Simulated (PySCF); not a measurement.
# Vibration and rotation of KBi⁺

UHF-CCSD(T) constants of KBi⁺, ⁴Σ⁻ (quartet), unpaired electrons σ ↑, π ↑↑ (PySCF, scalar-relativistic core potentials, basis sets K def2-SVP, Bi def2-SVP with ECP60; masses 38.9637 and 208.9804 u):

```
ωe              : 55.4 cm⁻¹
ωexe            : 0.515 cm⁻¹
Be              : 0.031916 cm⁻¹
αe              : 0.000321 cm⁻¹
D (centrifugal) : 4.24e-08 cm⁻¹
```

(1) Give the vibrational terms G(v) and spacings up to v = 6.

Correlated steps freeze 9 core orbitals. Spin–orbit coupling is left out, which matters for elements this heavy, above all for dissociation energies. The state was picked by a PBE0 search and need not be the measured ground state.

Results:

(1) G(v) = ωe(v+½) − ωexe(v+½)².

```tsv
v	G(v) (cm⁻¹)	G(v) − G(v−1)	Bv (cm⁻¹)
0	27.6		0.03176
1	81.9	54.4	0.03143
2	135.3	53.3	0.03111
3	187.6	52.3	0.03079
4	238.9	51.3	0.03047
5	289.1	50.2	0.03015
6	338.3	49.2	0.02983
```
